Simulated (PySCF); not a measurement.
Species: `CCC(C)(C)SC`. The columns A, B, C and D hold Mulliken, IAO, Hirshfeld and ESP-fitted charges (e) of one PBE0/pcSseg-1 density (PySCF), in a shuffled order. Coordinates in Å (GFN2-xTB); the density's dipole moment is (0.56, 0.52, 1.45) D.

| atom | x | y | z | A | B | C | D |
| --- | --- | --- | --- | --- | --- | --- | --- |
| C1 | 1.591 | 1.168 | -0.897 | -0.422 | -0.245 | -0.126 | -0.246 |
| C2 | 0.985 | 0.539 | 0.353 | -0.251 | +0.093 | -0.072 | -0.164 |
| C3 | -0.003 | -0.598 | 0.079 | -0.012 | +0.347 | +0.029 | -0.663 |
| C4 | 0.652 | -1.751 | -0.677 | -0.420 | -0.571 | -0.123 | -0.146 |
| C5 | -0.595 | -1.110 | 1.388 | -0.417 | -0.592 | -0.127 | -0.123 |
| S6 | -1.378 | -0.035 | -1.036 | +0.035 | -0.257 | +0.001 | -0.013 |
| C7 | -2.123 | 1.350 | -0.132 | -0.505 | -0.434 | -0.122 | -0.374 |
| H8 | 2.162 | 2.054 | -0.628 | +0.140 | +0.062 | +0.039 | +0.112 |
| H9 | 0.809 | 1.460 | -1.593 | +0.146 | +0.056 | +0.024 | +0.123 |
| H10 | 2.258 | 0.475 | -1.402 | +0.136 | +0.059 | +0.037 | +0.110 |
| H11 | 1.785 | 0.139 | 0.983 | +0.131 | -0.002 | +0.037 | +0.116 |
| H12 | 0.479 | 1.314 | 0.934 | +0.125 | +0.007 | +0.033 | +0.113 |
| H13 | -0.053 | -2.572 | -0.784 | +0.147 | +0.163 | +0.040 | +0.124 |
| H14 | 1.526 | -2.107 | -0.133 | +0.140 | +0.170 | +0.044 | +0.116 |
| H15 | 0.956 | -1.436 | -1.671 | +0.146 | +0.160 | +0.038 | +0.128 |
| H16 | -1.383 | -1.832 | 1.188 | +0.147 | +0.169 | +0.036 | +0.123 |
| H17 | -1.008 | -0.298 | 1.982 | +0.133 | +0.158 | +0.037 | +0.111 |
| H18 | 0.179 | -1.598 | 1.978 | +0.137 | +0.148 | +0.040 | +0.109 |
| H19 | -2.958 | 1.681 | -0.741 | +0.170 | +0.211 | +0.052 | +0.154 |
| H20 | -2.486 | 1.016 | 0.835 | +0.149 | +0.142 | +0.042 | +0.144 |
| H21 | -1.407 | 2.159 | -0.024 | +0.146 | +0.155 | +0.042 | +0.145 |

Task: Which column most likely holds the ESP-fitted charges?

Result: B. Σ q r misses the density's dipole by 0.06 D (B), 0.71 D (D), 1.23 D (A), 1.51 D (C). Charges fitted to the outside potential are the only set here that is tied to the molecule's multipoles.

Task: And the Hirshfeld charges?

Result: C. The mean sizes are 0.054 e (C), 0.165 e (D), 0.193 e (A), 0.200 e (B), and Hirshfeld charges are commonly the smallest of these schemes.

As computed, A = IAO, B = ESP-fitted, C = Hirshfeld, D = Mulliken. Hydrogens on carbon: IAO +0.12 to +0.17, ESP-fitted 0.00 to +0.21, Hirshfeld +0.02 to +0.05, Mulliken +0.11 to +0.15 e.

The ESP scheme is a least-squares fit of atom-centred charges to the potential on four shells outside the van der Waals surface, with the total charge fixed. The IAO scheme counts the electrons in orthogonalised intrinsic atomic orbitals, a minimal basis polarised so that it spans the occupied orbitals exactly.

Geometry: GFN2-xTB, one conformer, isolated molecule.

The run behind these numbers computed NMR shieldings as well. On one thread, AMD EPYC 7571 (x86_64), no GPU, shared host, this took 75 s wall and 0.85 GiB of memory at its peak.

The values belong to the conformer `[CH3:1][CH2:2][C:3]([CH3:4])([CH3:5])[S:6][CH3:7]`: C1–C2–C3–C4 60°, C2–C3–S6–C7 -58°.
